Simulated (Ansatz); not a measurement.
The pair A = BrH3Sn (SMILES [Br][SnH3]) (first 5 atoms), B = NH3 (SMILES N); geometry from B3LYP-D3(BJ)/def2-TZVP.
(charge 0, multiplicity 1):
| atom | x (Å) | y (Å) | z (Å) |
|---|---|---|---|
| Br | 2.3333 | -0.3259 | 0.9776 |
| Sn | 0.4383 | 1.0620 | 0.0434 |
| H | 1.1379 | 1.6311 | -1.4228 |
| H | 0.1374 | 2.3863 | 1.0683 |
| H | -0.8834 | 0.0554 | -0.3238 |
| N | -0.5882 | -0.0576 | 2.6707 |
| H | -1.5106 | 0.1184 | 3.0530 |
| H | -0.4762 | -1.0603 | 2.5702 |
| H | 0.0974 | 0.2486 | 3.3519 |

Frozen-core correlation. Filled d and f shells under p-block atoms count as core. MP2 and its Hartree–Fock in def2-QZVPPD are density fitted.

Programs: Ansatz (Gaussian basis) for Hartree–Fock, density functionals and correlated methods.  In def2 rows elements past Kr take small-core potentials, without spin–orbit coupling.

Total energies (hartree), monomers frozen at their geometry in the pair:

```csv
structure,HF/def2-QZVPPD,MP2/def2-QZVPPD,CCSD(T)/def2-TZVPPD
AB,-2843.8227156,-2844.3823178,-2844.3541550
A in the pair's basis,-2787.5940546,-2787.8963269,-2787.8667099
B in the pair's basis,-56.2244705,-56.4764189,-56.4789829
A,-2787.5940407,-2787.8960272,-2787.8657926
B,-56.2244506,-56.4762310,-56.4785049
```

Work out the interaction energy without and with the counterpoise correction, and the superposition error, for each level.


E(AB) − E(A) − E(B), times 627.509 kcal/mol, with the monomers in their own basis and then in the pair's basis:
- HF/def2-QZVPPD: -2.65 uncorrected, -2.63 corrected; the monomers gain 0.02 kcal/mol from borrowed functions
- MP2/def2-QZVPPD: -6.31 uncorrected, -6.01 corrected; the monomers gain 0.31 kcal/mol from borrowed functions
- CCSD(T)/def2-TZVPPD: -6.19 uncorrected, -5.31 corrected; the monomers gain 0.88 kcal/mol from borrowed functions

Ansatz is an electronic-structure program.
